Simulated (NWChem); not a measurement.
All runs are NWChem calculations. System: CH3AlF2, charge 1, spin multiplicity 2, at the geometry of a parent with another charge or spin, in a state set for the comparison that need not be this species' ground state. Its SCF solution wasn't tested for a lower state. Level: UHF/pcseg-2.

Input file:

```
start mol
memory heap 200 mb stack 900 mb global 1100 mb
charge 1
geometry units angstroms nocenter noautoz noautosym
  Al     0.048744     0.042329     0.000922
  C     -1.477682    -1.132435    -0.054661
  H     -1.268975    -2.007435    -0.691497
  H     -2.373059    -0.627940    -0.446915
  H     -1.709680    -1.517940     0.951227
  F     -0.005476     1.608655    -0.543296
  F      1.514823    -0.453360     0.599203
end
basis spherical
  * library pcseg-2
end
scf
  uhf
  nopen 1
  maxiter 100
  thresh 1e-7
  semidirect memsize 60000000 filesize 0
  # guess.movecs holds the orbitals of an unrestricted PBE0 run
  vectors input guess.movecs output mol.movecs
end
task scf energy
```

Output (cleaned and shortened):

```
             Northwest Computational Chemistry Package (NWChem) 7.3.0
             --------------------------------------------------------

                                NWChem Input Module
                                -------------------

 Scaling coordinates for geometry "geometry" by  1.889725989
 (inverse scale =  0.529177249)

                             Geometry "geometry" -> ""
                             -------------------------

 Output coordinates in angstroms (scale by  1.889725989 to convert to a.u.)

  No.       Tag          Charge          X              Y              Z
 ---- ---------------- ---------- -------------- -------------- --------------
    1 Al                  13.0000     0.04874400     0.04232900     0.00092200
    2 C                    6.0000    -1.47768200    -1.13243500    -0.05466100
    3 H                    1.0000    -1.26897500    -2.00743500    -0.69149700
    4 H                    1.0000    -2.37305900    -0.62794000    -0.44691500
    5 H                    1.0000    -1.70968000    -1.51794000     0.95122700
    6 F                    9.0000    -0.00547600     1.60865500    -0.54329600
    7 F                    9.0000     1.51482300    -0.45336000     0.59920300

 Effective nuclear repulsion energy (a.u.)     155.0780528830

            Nuclear Dipole moment (a.u.)
            ----------------------------
        X                 Y               Z
 ---------------- ---------------- ----------------
    -0.0000207870     0.0000132281    -0.0000037795


 Summary of "ao basis" -> "" (spherical)
 ------------------------------------------------------------------------------
       Tag                 Description            Shells   Functions and Types
 ---------------- ------------------------------  ------  ---------------------
 *                          pcseg-2                   on all atoms

 Summary of "ao basis" -> "ao basis" (spherical)
 ------------------------------------------------------------------------------
       Tag                 Description            Shells   Functions and Types
 ---------------- ------------------------------  ------  ---------------------
 Al                         pcseg-2                 12       34   5s4p2d1f
 C                          pcseg-2                 10       30   4s3p2d1f
 H                          pcseg-2                  6       14   3s2p1d
 F                          pcseg-2                 10       30   4s3p2d1f

                                 NWChem SCF Module
                                 -----------------

  ao basis        = "ao basis"
  functions       =   166
  atoms           =     7
  alpha electrons =    20
  beta  electrons =    19
  charge          =   1.00
  wavefunction    = UHF
  use symmetry    = F
  symmetry adapt  = F

 Summary of "ao basis" -> "ao basis" (spherical)
 ------------------------------------------------------------------------------
       Tag                 Description            Shells   Functions and Types
 ---------------- ------------------------------  ------  ---------------------
 Al                         pcseg-2                 12       34   5s4p2d1f
 C                          pcseg-2                 10       30   4s3p2d1f
 H                          pcseg-2                  6       14   3s2p1d
 F                          pcseg-2                 10       30   4s3p2d1f

 Forming initial guess at       0.1s

 Starting SCF solution at       0.1s

 ----------------------------------------------
         Quadratically convergent UHF

 Convergence threshold     :          1.000E-07
 Maximum no. of iterations :          100
 Integral*density screening:          1.000E-09
 ----------------------------------------------

              iter       energy          gnorm     gmax       time
             ----- ------------------- --------- --------- --------
                 1     -480.2403655360  6.43D-01  1.84D-01      4.2
                 2     -480.2719720762  1.52D-01  3.83D-02      5.9
                 3     -480.2769491757  1.93D-02  9.39D-03     12.8
                 4     -480.2770939057  4.70D-04  2.11D-04     21.3
                 5     -480.2770940083  3.59D-07  1.49D-07     34.9
                 6     -480.2770940083  6.99D-09  2.46D-09     44.7

       Final UHF  results
       ------------------

         Total SCF energy =   -480.277094008295
      One electron energy =   -968.689932204258
      Two electron energy =    333.334785312927
 Nuclear repulsion energy =    155.078052883037

                       Sz =      0.5000
                 Sz(Sz+1) =      0.7500
                      S^2 =      0.7567

        Time for solution =     44.6s

          Final alpha eigenvalues
          -----------------------

              1
    1  -58.7487
    2  -26.4590
    3  -26.4588
    4  -11.5762
    5   -5.2050
    6   -3.5260
    7   -3.5229
    8   -3.5185
    9   -1.7510
   10   -1.7422
   11   -1.3121
   12   -0.9239
   13   -0.8973
   14   -0.8938
   15   -0.8685
   16   -0.8591
   17   -0.8343
   18   -0.8300
   19   -0.8220
   20   -0.8160
   21   -0.1445
   22   -0.1361
   23   -0.0654
   24   -0.0586
   25   -0.0534
   26   -0.0454
   27    0.0076
   28    0.0312
   29    0.0387
   30    0.0649

          Final beta eigenvalues
          ----------------------

              1
    1  -58.7461
    2  -26.4570
    3  -26.4569
    4  -11.5585
    5   -5.2000
    6   -3.5210
    7   -3.5169
    8   -3.5150
    9   -1.7452
   10   -1.7364
   11   -1.2148
   12   -0.8906
   13   -0.8787
   14   -0.8747
   15   -0.8446
   16   -0.8342
   17   -0.8325
[...]
 Vector   19  Occ=1.000000D+00  E=-8.220270D-01
              MO Center=  7.4D-01,  5.4D-01,  3.6D-02, r^2= 2.4D+00
   Bfn.  Coefficient  Atom+Function         Bfn.  Coefficient  Atom+Function
  ----- ------------  ---------------      ----- ------------  ---------------
   143     -0.323752  7 F  pz               113      0.318756  6 F  pz
   146     -0.291544  7 F  pz               116      0.286957  6 F  pz
   149     -0.153902  7 F  pz               119      0.151928  6 F  pz

 Vector   20  Occ=1.000000D+00  E=-8.159554D-01
              MO Center=  7.0D-01,  5.3D-01,  2.9D-02, r^2= 2.5D+00
   Bfn.  Coefficient  Atom+Function         Bfn.  Coefficient  Atom+Function
  ----- ------------  ---------------      ----- ------------  ---------------
   142     -0.337650  7 F  py               111      0.335752  6 F  px
   114      0.303391  6 F  px               145     -0.304167  7 F  py
   117      0.154769  6 F  px               148     -0.155013  7 F  py

 Vector   21  Occ=0.000000D+00  E=-1.445331D-01
              MO Center= -6.2D-01, -4.7D-01,  4.9D-02, r^2= 5.8D+00
   Bfn.  Coefficient  Atom+Function         Bfn.  Coefficient  Atom+Function
  ----- ------------  ---------------      ----- ------------  ---------------
    38      1.542659  2 C  s                  5     -1.358696  1 Al s
    67     -0.619502  3 H  s                 95     -0.557849  5 H  s
   140      0.276151  7 F  s                110      0.227718  6 F  s
    13      0.184130  1 Al py                45      0.183965  2 C  px
     3      0.176392  1 Al s                 81     -0.171841  4 H  s

 Vector   22  Occ=0.000000D+00  E=-1.361271D-01
              MO Center= -2.2D-01, -1.2D-01, -9.9D-02, r^2= 4.5D+00
   Bfn.  Coefficient  Atom+Function         Bfn.  Coefficient  Atom+Function
  ----- ------------  ---------------      ----- ------------  ---------------
    14      0.494981  1 Al pz                17      0.474054  1 Al pz
    95     -0.371187  5 H  s                 47      0.328562  2 C  pz
    67      0.328950  3 H  s                 66      0.283031  3 H  s
    94     -0.279046  5 H  s                 13      0.174567  1 Al py
    16      0.161085  1 Al py

 Vector   23  Occ=0.000000D+00  E=-6.535289D-02
              MO Center= -1.3D+00, -7.6D-01, -1.0D-01, r^2= 8.0D+00
   Bfn.  Coefficient  Atom+Function         Bfn.  Coefficient  Atom+Function
  ----- ------------  ---------------      ----- ------------  ---------------
    38      1.830084  2 C  s                 81     -1.560948  4 H  s
     5      1.134296  1 Al s                 95     -0.737498  5 H  s
    67     -0.682920  3 H  s                 45     -0.618432  2 C  px
    37     -0.328883  2 C  s                110     -0.311040  6 F  s
    16      0.261593  1 Al py               140     -0.185484  7 F  s

                     UHF Final Beta Molecular Orbital Analysis
                     -----------------------------------------

 Vector   17  Occ=1.000000D+00  E=-8.325300D-01
              MO Center=  6.6D-01,  5.4D-01,  1.4D-02, r^2= 2.5D+00
   Bfn.  Coefficient  Atom+Function         Bfn.  Coefficient  Atom+Function
  ----- ------------  ---------------      ----- ------------  ---------------
   113      0.313798  6 F  pz               143      0.306686  7 F  pz
   116      0.285453  6 F  pz               146      0.279214  7 F  pz

 Vector   18  Occ=1.000000D+00  E=-8.202794D-01
              MO Center=  7.5D-01,  5.4D-01,  3.7D-02, r^2= 2.4D+00
   Bfn.  Coefficient  Atom+Function         Bfn.  Coefficient  Atom+Function
  ----- ------------  ---------------      ----- ------------  ---------------
   143     -0.323581  7 F  pz               113      0.317893  6 F  pz
   146     -0.291594  7 F  pz               116      0.286381  6 F  pz
   149     -0.154819  7 F  pz               119      0.152498  6 F  pz

 Vector   19  Occ=1.000000D+00  E=-8.116839D-01
              MO Center=  6.6D-01,  5.1D-01,  2.4D-02, r^2= 2.6D+00
   Bfn.  Coefficient  Atom+Function         Bfn.  Coefficient  Atom+Function
  ----- ------------  ---------------      ----- ------------  ---------------
   111      0.337731  6 F  px               142     -0.324804  7 F  py
   114      0.305923  6 F  px               145     -0.292911  7 F  py
   117      0.157270  6 F  px               148     -0.151727  7 F  py

 Vector   20  Occ=0.000000D+00  E=-3.535599D-01
              MO Center= -1.0D+00, -7.9D-01, -4.0D-02, r^2= 2.0D+00
   Bfn.  Coefficient  Atom+Function         Bfn.  Coefficient  Atom+Function
  ----- ------------  ---------------      ----- ------------  ---------------
     4      0.259470  1 Al s                 42      0.215818  2 C  px
     5      0.208048  1 Al s                 39      0.201832  2 C  px
     3     -0.193699  1 Al s                 43      0.186088  2 C  py
    40      0.163899  2 C  py                12     -0.155201  1 Al px

 Vector   21  Occ=0.000000D+00  E=-1.267132D-01
              MO Center= -1.0D+00, -8.2D-01,  1.2D-01, r^2= 6.8D+00
   Bfn.  Coefficient  Atom+Function         Bfn.  Coefficient  Atom+Function
  ----- ------------  ---------------      ----- ------------  ---------------
    38      2.031285  2 C  s                  5     -1.234265  1 Al s
    67     -0.838956  3 H  s                 95     -0.761218  5 H  s
    81     -0.367413  4 H  s                140      0.257241  7 F  s
   110      0.207175  6 F  s                 45      0.196185  2 C  px
    36      0.170921  2 C  s

 Vector   22  Occ=0.000000D+00  E=-1.243565D-01
              MO Center= -1.2D-01, -8.3D-02, -1.6D-01, r^2= 5.0D+00
   Bfn.  Coefficient  Atom+Function         Bfn.  Coefficient  Atom+Function
  ----- ------------  ---------------      ----- ------------  ---------------
    17      0.558747  1 Al pz                14      0.451658  1 Al pz
    95     -0.309645  5 H  s                 47      0.259303  2 C  pz
    66      0.246071  3 H  s                 94     -0.246041  5 H  s
    16      0.191751  1 Al py                67      0.188636  3 H  s
    13      0.165103  1 Al py                38      0.164221  2 C  s

 center of mass
 --------------
 x =   0.16214877 y =   0.12556527 z =   0.00572666

 moments of inertia (a.u.)
 ------------------
         317.798203024077         -46.959513638252         -66.296721740482
         -46.959513638252         334.170011641648          74.316623445928
         -66.296721740482          74.316623445928         551.554921302107

  Mulliken analysis of the total density
  --------------------------------------

    Atom       Charge   Shell Charges
 -----------   ------   -------------------------------------------------------
    1 Al  13    11.37   2.00  0.51  1.49  0.42  0.01  5.91  0.36  0.32 -0.00  0.01  0.28  0.06
    2 C    6     6.04   2.00  0.53  0.51  0.05  1.28  1.48  0.17  0.01  0.02  0.00
    3 H    1     0.86   0.39  0.42 -0.01  0.01  0.04  0.00
    4 H    1     0.85   0.39  0.41 -0.00  0.01  0.04  0.00
    5 H    1     0.86   0.39  0.42 -0.01  0.01  0.04  0.00
    6 F    9     9.50   2.00  0.63  0.96  0.36  2.33  2.41  0.81  0.00  0.01  0.00
    7 F    9     9.50   2.00  0.63  0.96  0.36  2.33  2.41  0.81  0.00  0.01  0.00

  Mulliken analysis of the alpha density
  --------------------------------------

    Atom       Charge   Shell Charges
 -----------   ------   -------------------------------------------------------
    1 Al  13     5.80   1.00  0.26  0.74  0.25  0.02  2.96  0.20  0.19 -0.00  0.01  0.15  0.03
    2 C    6     3.39   1.00  0.27  0.28  0.01  0.79  0.94  0.09  0.00  0.01  0.00
    3 H    1     0.43   0.20  0.21 -0.00  0.00  0.02  0.00
    4 H    1     0.43   0.20  0.20 -0.00  0.00  0.02  0.00
    5 H    1     0.43   0.20  0.21 -0.00  0.00  0.02  0.00
    6 F    9     4.76   1.00  0.32  0.48  0.18  1.17  1.21  0.40  0.00  0.00  0.00
    7 F    9     4.76   1.00  0.32  0.48  0.18  1.17  1.21  0.40  0.00  0.00  0.00

   Mulliken analysis of the beta density
   -------------------------------------

    Atom       Charge   Shell Charges
 -----------   ------   -------------------------------------------------------
    1 Al  13     5.58   1.00  0.25  0.75  0.18 -0.00  2.95  0.16  0.14 -0.00  0.01  0.12  0.03
    2 C    6     2.65   1.00  0.25  0.23  0.04  0.49  0.54  0.08  0.00  0.01  0.00
    3 H    1     0.43   0.19  0.22 -0.00  0.00  0.02  0.00
    4 H    1     0.43   0.20  0.21 -0.00  0.00  0.02  0.00
    5 H    1     0.43   0.19  0.22 -0.00  0.00  0.02  0.00
    6 F    9     4.74   1.00  0.32  0.48  0.18  1.15  1.20  0.41  0.00  0.00  0.00
    7 F    9     4.74   1.00  0.32  0.48  0.18  1.15  1.20  0.41  0.00  0.00  0.00

   Mulliken analysis of the spin density
   -------------------------------------

    Atom       Charge   Shell Charges
 -----------   ------   -------------------------------------------------------
    1 Al  13     0.22   0.00  0.00 -0.00  0.07  0.02  0.00  0.04  0.05  0.00  0.00  0.03  0.00
    2 C    6     0.74  -0.00  0.02  0.05 -0.04  0.30  0.40  0.00 -0.00  0.01  0.00
    3 H    1    -0.00   0.00 -0.01 -0.00  0.00  0.00  0.00
    4 H    1    -0.00   0.00 -0.01 -0.00  0.00  0.00  0.00
    5 H    1    -0.00   0.00 -0.01 -0.00  0.00  0.00  0.00
    6 F    9     0.02   0.00  0.00  0.00 -0.00  0.02  0.01 -0.01  0.00 -0.00  0.00
    7 F    9     0.02   0.00  0.00  0.00 -0.00  0.02  0.01 -0.01  0.00 -0.00  0.00

       Multipole analysis of the density wrt the origin
       ------------------------------------------------

     L   x y z        total         alpha         beta         nuclear
     -   - - -        -----         -----         ----         -------
     0   0 0 0      1.000000    -20.000000    -19.000000     40.000000

     1   1 0 0     -2.726597     -0.299979     -2.426597     -0.000021
     1   0 1 0     -2.091797     -0.235291     -1.856519      0.000013
     1   0 0 1     -0.099497     -0.009552     -0.089941     -0.000004

     2   2 0 0    -14.122157    -88.837785    -82.230266    156.945894
     2   1 1 0      5.444317    -18.177762    -13.658719     37.280799
     2   1 0 1     -1.490200    -16.942002    -16.662501     32.114303
     2   0 2 0    -17.108835    -81.351288    -77.120800    141.363253
     2   0 1 1      2.240482     18.422681     18.506768    -34.688967
     2   0 0 2    -16.440391    -21.874646    -21.308035     26.742290

 Task  times  cpu:       44.7s     wall:       44.7s

 Total times  cpu:       44.8s     wall:       44.8s
```
